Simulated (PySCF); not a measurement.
C₆H₆ClN.
Geometry (PBE0-D3(BJ)/def2-SVP, Å), atoms numbered from 1 in this order:
```
atom  x, y, z in Å
N1     2.1633   -0.6083   -0.0342
C2     0.8057   -0.3849    0.0061
C3     0.2763    0.9034   -0.1913
C4    -1.0982    1.1071   -0.1938
C5    -1.9899    0.0528   -0.0020
C6    -1.4585   -1.2205    0.1935
Cl7   -2.5304   -2.5635    0.4398
C8    -0.0875   -1.4521    0.2008
H9     2.7640    0.1903    0.1160
H10    2.5028   -1.4619    0.3869
H11    0.9556    1.7452   -0.3476
H12   -1.4881    2.1162   -0.3483
H13   -3.0690    0.2057   -0.0017
H14    0.2860   -2.4662    0.3547
```

Level of theory: TDDFT CAM-B3LYP/def2-SVPD, vertical, gas phase, core orbitals frozen in the response (PySCF).

Ground-to-excited transition dipoles (e·a0, same axes as the geometry; the sign carries no meaning), for the states with f of 0.002 or more among the lowest 7:

| state | E (hartree) | μx | μy | μz |
| --- | --- | --- | --- | --- |
| S1 | 0.1771 | 0.190 | 0.576 | -0.098 |
| S2 | 0.2042 | 0.730 | -0.321 | 0.057 |
| S3 | 0.2116 | -0.188 | 0.164 | 0.091 |
| S4 | 0.2310 | 0.132 | -0.001 | 0.008 |
| S5 | 0.2364 | -1.289 | 0.629 | -0.060 |
| S6 | 0.2385 | -1.417 | -0.819 | 0.144 |
| S7 | 0.2423 | -0.600 | -0.817 | 0.197 |

**Question.** What oscillator strength does each state have?

**Answer.** f = (2/3) ΔE |μ|² with ΔE in hartree (27.2114 eV).

```json
{"state": "S1", "|μ|² (au)": "0.377", "|μ| (D)": "1.56", "f": "0.044"}
{"state": "S2", "|μ|² (au)": "0.639", "|μ| (D)": "2.03", "f": "0.087"}
{"state": "S3", "|μ|² (au)": "0.070", "|μ| (D)": "0.67", "f": "0.010"}
{"state": "S4", "|μ|² (au)": "0.018", "|μ| (D)": "0.34", "f": "0.003"}
{"state": "S5", "|μ|² (au)": "2.059", "|μ| (D)": "3.65", "f": "0.325"}
{"state": "S6", "|μ|² (au)": "2.700", "|μ| (D)": "4.18", "f": "0.429"}
{"state": "S7", "|μ|² (au)": "1.067", "|μ| (D)": "2.63", "f": "0.172"}
```

**Question.** What angle do the transition dipoles of S1 and S7 make?

**Answer.** |cos θ| = |μa·μb| / (|μa| |μb|) = 0.95, so θ ≈ 18° (taken between 0 and 90°, since the signs are arbitrary).

**Question.** How is the summed strength of these states shared among x, y and z?

**Answer.** (2/3) Σ ΔE μα² gives 0.724 for x, 0.334 for y and 0.013 for z, 1.070 in all.

**Question.** What peak molar absorption coefficient would the strongest computed level give as a lone Gaussian band 0.4 eV wide at half height?

**Answer.** ε(max) = 2.175×10⁸ f / FWHM, with the width in cm⁻¹. S6: 2.175×10⁸ × 0.4293 / 3226 ≈ 29000 L mol⁻¹ cm⁻¹.

All these states lie below the vertical ionisation energy of 8.08 eV (ΔSCF).
